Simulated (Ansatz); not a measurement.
Reaction (SMILES): [SeH] (SeH) → H atom + Se atom
B3LYP-D3(BJ)/def2-TZVP geometries, fixed; electronic energies without zero-point terms.
Largest species:
```
Se
H 1 1.4749
```
Charge 0, spin multiplicity 2.

The atomisation energy at CCSD(T) with Ansatz (an electronic-structure program), in kcal/mol, split into its Hartree-Fock and correlation parts. Cores are frozen (with 3d on Ga to Br). Open shells are unrestricted. No added dispersion term, no relativity. Functions are those of the species that has most.

```tsv
basis	X	functions	Hartree-Fock	CCSD(T)
aug-cc-pVDZ	2	45	51.68	72.67
aug-cc-pVTZ	3	82	51.97	76.08
aug-cc-pVQZ	4	139	52.16	77.27
```

Worked estimate of the basis-set limit from each neighbouring pair, with Hartree-Fock from the larger set and the correlation part extrapolated as X^-3.
Correlation parts: X = 2: 20.99, X = 3: 24.11, X = 4: 25.11.
- (2,3): (27·(24.11) - 8·(20.99))/19 = 25.42; with Hartree-Fock 51.97 the estimate is 77.39 kcal/mol.
- (3,4): (64·(25.11) - 27·(24.11))/37 = 25.84; with Hartree-Fock 52.16 the estimate is 78.00 kcal/mol.
The last two estimates differ by 0.61 kcal/mol; the largest set lies 0.73 from the last. Over the last step Hartree-Fock moves by 0.19 and the correlation part by 1.00.
